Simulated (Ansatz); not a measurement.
Reaction (substitution at a C–C bond): `CCI` + `[NH2][Al]([F])[SH]` → `C[S][Al]([NH2])[F]` + `CI`

Isolated molecules relaxed with PBE0-D4/def2-TZVP in Ansatz; ΔE leaves out vibrations. CBS: MP2 limit from def2 TZ/QZ plus the TZ coupled-cluster correction, frozen cores. DFT in def2-TZVPP. Elements past krypton have def2 core potentials. For I outer-core shells are correlated without core-valence functions, which leaves a few kJ/mol of doubt a bond. One conformer a species, not always the lowest.

```json
{"level": "r2SCAN-D4", "ΔE (kJ/mol)": "25.0"}
{"level": "ωB97M-V", "ΔE (kJ/mol)": "24.7"}
{"level": "SCS-MP2/def2-TZVPP", "ΔE (kJ/mol)": "28.2"}
{"level": "MP2/CBS(def2)", "ΔE (kJ/mol)": "28.0"}
```

**Question.** What does CCSD(T)/CBS give? (An estimate is asked.)

**Answer.** Ansatz gave: +27.0 kJ/mol. The listed levels differ from it by -2.0, -2.3, 1.2, 1.0 kJ/mol.

Largest T1 diagnostic among the species: 0.011.

In def2-TZVPP, CCSD(T) changes the Hartree–Fock value by +3.1 kJ/mol (the triples alone add −0.5 kJ/mol) and MP2 by +4.1 kJ/mol.
